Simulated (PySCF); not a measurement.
A GIAO shielding run with PySCF 2.14 (density fitting, non-relativistic, gas phase) on `C(Cl)CC[SiH2]C(Cl)Cl`, C$_{4}$H$_{9}$Cl$_{3}$Si:

```
$ OMP_NUM_THREADS=1 python probes_run.py task.json out

{"job": {"kind": "nmr", "xc": "PBE0", "basis": "pcSseg-1"}, "charge": 0, "multiplicity": 1}
Cl     2.939247     1.626361    -0.448216
C      2.659750    -0.135864    -0.364329
C      1.478233    -0.455510     0.538398
C      0.164271     0.085843    -0.018448
Si    -1.321539    -0.297529     1.092265
C     -2.890249     0.383694     0.204192
Cl    -3.063633    -0.393353    -1.382248
Cl    -2.743984     2.141265    -0.001535
H      2.480330    -0.472812    -1.385377
H      3.581561    -0.577585     0.014278
H      1.419998    -1.541443     0.639733
H      1.660227    -0.037608     1.529333
H      0.002017    -0.334861    -1.013560
H      0.259675     1.166091    -0.149012
H     -1.548322    -1.736711     1.249586
H     -1.262419     0.383205     2.386571
H     -3.822162     0.208848     0.737154
```

Hardware: 1 thread of an Arm Neoverse N1, shared host. The job also computes population analyses, field gradients.

(1) How large is the calculation?

(2) How long does it take, and how much memory does it need?

Answers

(1) 98 electrons, 209 basis functions and 1178 auxiliary functions.

(2) 73 s of wall time, with 14 SCF cycles and 5 response iterations; peak memory 0.89 GiB. Times on a shared host scatter by some tens of per cent.
